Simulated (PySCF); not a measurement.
**Ta³⁺ (tantalum, charge +3) across methods**

[Xe] 4f14 5d2, high-spin 3F determinant. Computed with PySCF 2.14 in ANO-RCC-VTZP (8s7p5d3f2g1h, 104 functions), with the spin-free X2C one-electron Hamiltonian (Gaussian nucleus).

```json
{"method": "PBE", "E (hartree)": "-15603.03", "mean ε 4f α (eV)": "-52.742", "mean ε 4f β (eV)": "-52.531", "mean ε 5d α (eV)": "-30.201", "Σ⟨r²⟩ (bohr²)": "35.04", "⟨S²⟩": "2.001"}
{"method": "r2SCAN", "E (hartree)": "-15603.10", "mean ε 4f α (eV)": "-53.036", "mean ε 4f β (eV)": "-52.784", "mean ε 5d α (eV)": "-30.552", "Σ⟨r²⟩ (bohr²)": "34.82", "⟨S²⟩": "2.002"}
{"method": "PBE0", "E (hartree)": "-15602.79", "mean ε 4f α (eV)": "-56.926", "mean ε 4f β (eV)": "-56.704", "mean ε 5d α (eV)": "-31.716", "Σ⟨r²⟩ (bohr²)": "34.87", "⟨S²⟩": "2.001"}
{"method": "LDA", "E (hartree)": "-15592.83", "mean ε 4f α (eV)": "-53.140", "mean ε 4f β (eV)": "-52.912", "mean ε 5d α (eV)": "-30.207", "Σ⟨r²⟩ (bohr²)": "35.04", "⟨S²⟩": "2.001"}
```

Estimate the same row for UHF.

E (hartree) = -15597.88355; mean ε 4f α (eV) = -68.470; mean ε 4f β (eV) = -68.255; mean ε 5d α (eV) = -35.520; Σ⟨r²⟩ (bohr²) = 34.71; ⟨S²⟩ = 2.005.

Spin-orbit coupling, absent here, splits the open shell strongly.
